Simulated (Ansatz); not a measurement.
(ZnSe)4 cube (Zn4Se4). Total charge 0; triplet. Geometry PBE-D4/def2-SVP, that of the neutral singlet.

Cartesian coordinates in Å:
```
Zn 0.3871 -1.6126 0.2814
Se -1.0029 -0.7262 2.1349
Zn -1.6717 0.1699 -0.0793
Se -0.8819 -1.3906 -1.8383
Zn 0.6835 0.4949 -1.4551
Se 2.4526 -0.2492 0.1164
Zn 0.6011 0.9478 1.2530
Se -0.5678 2.3660 -0.4130
```

At PBE-D4/def2-SVP an occupied level of the charge 0 triplet lies above an empty one (by up to 0.00 eV), so this SCF solution is probably not the lowest. At PBE-D4/def2-SVP, r2SCAN-D4/def2-SVP the gap within one spin of the charge 0 triplet nearly closes, so an electron or hole may be smeared out by delocalisation error. At PBE0-D4/def2-SVP a singlet of charge 0 lies 3.12 eV below the triplet at the same geometry.

(1) Estimate the α-spin orbital energies around the gap (eV) in Ansatz with PBE-D4/def2-SVP, r2SCAN-D4/def2-SVP, PBE0-D4/def2-SVP.

## Answers

(1) 
```csv
orbital,PBE-D4/def2-SVP,r2SCAN-D4/def2-SVP,PBE0-D4/def2-SVP
HOMO−5,-6.64,-6.99,-7.79
HOMO−4,-6.64,-6.98,-7.79
HOMO−3,-6.56,-6.89,-7.69
HOMO−2,-6.43,-6.76,-7.53
HOMO−1,-6.43,-6.76,-7.53
HOMO,-3.71,-3.82,-4.12
LUMO,-2.69,-2.74,-2.06
LUMO+1,-2.69,-2.74,-2.06
LUMO+2,-2.62,-2.65,-1.97
LUMO+3,-1.54,-1.43,-0.83
LUMO+4,0.50,0.90,1.19
LUMO+5,0.50,0.90,1.19
β HOMO,-6.29,-6.62,-7.27
β LUMO,-6.30,-6.54,-6.11
```
